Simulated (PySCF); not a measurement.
Isomers of C7H10N2, one GFN2-xTB conformer each. Single-point energies are computed at PBE0/pcSseg-1 (PySCF, gas phase, no added dispersion term), electronic only.

```tsv
SMILES	GFN2-xTB relative energy (kcal/mol)
C=CC/N=C/C#CCN	37.6
C/N=C\C(C#N)=C(C)C	0.0
C#C[C@@H](C#N)CCNC	26.9
```

Conformers: `[CH2:1]=[CH:2][CH2:3]/[N:4]=[CH:5]/[C:6]#[C:7][CH2:8][NH2:9]` with C1–C2–C3–N4 131°, C2–C3–N4–C5 -120°, C7–C8–N9–H -59° and 59°; `[CH3:1]/[N:2]=[CH:3]\[C:4]([C:5]#[N:6])=[C:7]([CH3:8])[CH3:9]` with N2–C3–C4–C5 -38°; `[CH:1]#[C:2][C@@H:3]([C:4]#[N:5])[CH2:6][CH2:7][NH:8][CH3:9]` with C2–C3–C6–C7 171°, C3–C6–C7–N8 -60°, C6–C7–N8–C9 173°.

Task: What does PBE0/pcSseg-1 give for the same structures?

Result: 
```tsv
SMILES	PBE0/pcSseg-1 E (Eh)	PBE0/pcSseg-1 (kcal/mol)	GFN2-xTB (kcal/mol)	point group
C/N=C\C(C#N)=C(C)C	-381.70683	0.0	0.0	C1
C#C[C@@H](C#N)CCNC	-381.65897	30.0	26.9	C1
C=CC/N=C/C#CCN	-381.64002	41.9	37.6	C1
```

Both levels put the same isomer lowest; measured from each level's own lowest isomer, the values differ by up to 4.3 kcal/mol (C=CC/N=C/C#CCN: 37.6 against 41.9). As drawn, the lowest has a C≡N group, which the highest lacks; the highest has a C≡C bond and an N–H bond, which the lowest lacks.

Task: Which frontier levels, dipoles and rotational constants go with these structures?

Result: 
| SMILES | HOMO (eV, PBE0/pcSseg-1) | LUMO (eV) | dipole (D) | A, B, C (MHz) |
| --- | --- | --- | --- | --- |
| C/N=C\C(C#N)=C(C)C | -7.13 | -1.77 | 4.46 | 2306, 1283, 879.6 |
| C#C[C@@H](C#N)CCNC | -6.89 | 0.40 | 4.62 | 2612, 919.4, 767.4 |
| C=CC/N=C/C#CCN | -7.12 | -1.12 | 1.27 | 5535, 473.5, 465.3 |
